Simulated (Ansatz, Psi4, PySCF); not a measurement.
C₃H₃ (SMILES [C]#CC), doublet, at a GFN2-xTB geometry. Base run: PySCF with MP2/def2-SVP.

PySCF was given this input:
```python
from pyscf import gto, scf, mp

mol = gto.Mole()
mol.atom = '''
    C     0.00175930   -0.00079138    0.33446282
    C     0.00804284   -0.00361788    1.52903105
    C    -0.00590540    0.00265640   -1.12268107
    H     0.03996787    1.03022063   -1.47944750
    H     0.85747672   -0.55120368   -1.48748952
    H    -0.92082503   -0.46849982   -1.47793980
'''
mol.basis = 'def2-svp'
mol.spin = 1
mol.verbose = 4
mol.build()

mf = scf.UHF(mol)
mf.kernel()

pt = mp.MP2(mf)
pt.kernel()
print('E(MP2) = %.10f' % pt.e_tot)
```

The same geometry, method and basis name were run in Ansatz (a first-principles code) and Psi4 and PySCF, at each program's defaults and at the settings that a row names. The base is PySCF at its defaults. Differences at the defaults can come from grids, fitting, cores and function types together. The rows with settings made alike still differ; the cause (another SCF solution, basis table, core potential or functional code) wasn't traced.

| code and settings | ΔE vs base (mEh) | basis functions | E (Eh) | SCF cycles | outcome |
|---|---|---|---|---|---|
| PySCF, defaults (exact integrals, spherical functions, all electrons correlated) | 0.000 | 57 | -115.43584 | 14 | converged |
| Psi4, defaults (density fitting with its default set, spherical functions, all electrons correlated) | -21.544 | 57 | -115.45738 | 17 | another SCF solution |
| Ansatz, defaults (factorised integrals, spherical functions, frozen core) | -13.217 | 57 | -115.44906 | - | another SCF solution |
| PySCF, frozen core | 8.481 | 57 | -115.42736 | 14 | converged |
| Psi4, exact integrals, spherical functions, frozen core | -13.218 | 57 | -115.44906 | 17 | another SCF solution |
| Ansatz, high accuracy, frozen core | -13.218 | 57 | -115.44906 | - | another SCF solution |

A guess, shift, damping, solver or small numerical setting can't move a converged solution much, so rows marked as another SCF solution ended in a different state.

Open shells are given as the SCF converged; they aren't shown to be the lowest states, and a large step between rows can be another state.
